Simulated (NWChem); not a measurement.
System: C$_{3}$H$_{2}$N$_{2}$O; SMILES N(=C\C=O)/C#N

```xyz
8

N      0.3183     3.0057     0.0000
C     -0.0050     1.8831     0.0000
N     -0.5039     0.6406     0.0000
C      0.2734    -0.3829     0.0000
C     -0.3550    -1.7364     0.0000
O      0.3127    -2.7476     0.0000
H      1.3665    -0.3339     0.0000
H     -1.4622    -1.7335     0.0000
```
Atoms are numbered in this order, from 1.

Results from NWChem. Pople sets run with spherical d functions. All runs use the structure optimised with B3LYP/6-31G* (spherical d). Atomic charges in e: unrestrained fits to the electrostatic potential beside Mulliken populations; buried atoms are poorly determined by the fit.

Task: Estimate the computed values for Hartree-Fock/6-31G*. Quantities: ESP N1; Mulliken N1; ESP C2; Mulliken C2; ESP N3; Mulliken N3; ESP C4; Mulliken C4; ESP C5; Mulliken C5; relative RMS misfit of the potential (%).

Result: 
```yaml
ESP N1: -0.53
Mulliken N1: -0.37
ESP C2: 0.64
Mulliken C2: 0.49
ESP N3: -0.53
Mulliken N3: -0.49
ESP C4: 0.32
Mulliken C4: 0.04
ESP C5: 0.45
Mulliken C5: 0.30
relative RMS misfit of the potential (%): 17
```
